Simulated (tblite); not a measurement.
Question: Write Cartesian coordinates for `C=CP(C)CSC` as optimised with GFN2-xTB.

Answer: 
```xyz
18
C5H11PS angstrom
C     -1.407    2.543   -1.274
C     -1.475    1.239   -1.067
P     -0.389    0.379    0.121
C     -1.518   -1.013    0.565
C      0.597   -0.531   -1.188
S      1.612   -1.861   -0.484
C      2.723   -0.858    0.535
H     -2.045    3.048   -1.983
H     -0.706    3.161   -0.738
H     -2.193    0.625   -1.602
H     -0.937   -1.789    1.062
H     -2.276   -0.647    1.255
H     -1.996   -1.430   -0.321
H     -0.067   -1.007   -1.913
H      1.254    0.171   -1.706
H      3.365   -1.545    1.077
H      2.130   -0.265    1.228
H      3.320   -0.215   -0.107
```

Orientation and origin are arbitrary. Atoms count from 1 in this order. The C–P distances run from 1.825 Å (C2–P3, drawn single) to 1.875 Å (P3–C5, drawn single), a spread of 0.050 Å. S6 (sulfide sulfur) is bent (angle 99.0°). P3 (phosphine phosphorus) is pyramidal (angles 98.5°, 97.1° and 95.0°, sum 290.6°, 0.93 Å off the plane of its three neighbours). Of the pairs four or more bonds apart, P3···H17 is among the closest relative to their van der Waals radii: 2.83 Å, 94 % of the sum of Bondi's values.

Bonds between heavy atoms (Å): C1=C2 1.322, C2–P3 1.825, P3–C4 1.846, P3–C5 1.875, C5–S6 1.816, S6–C7 1.811.

Structure optimised with GFN2-xTB, isolated species.

Point group: C1 (no symmetry element, even within 0.4 Å). Its GFN2-xTB frequencies are all real (lowest 28 cm⁻¹). One conformer, not necessarily the lowest (C1–C2–P3–C4 151°, C2–P3–C5–S6 -167°, P3–C5–S6–C7 -64°).

These are computed values.
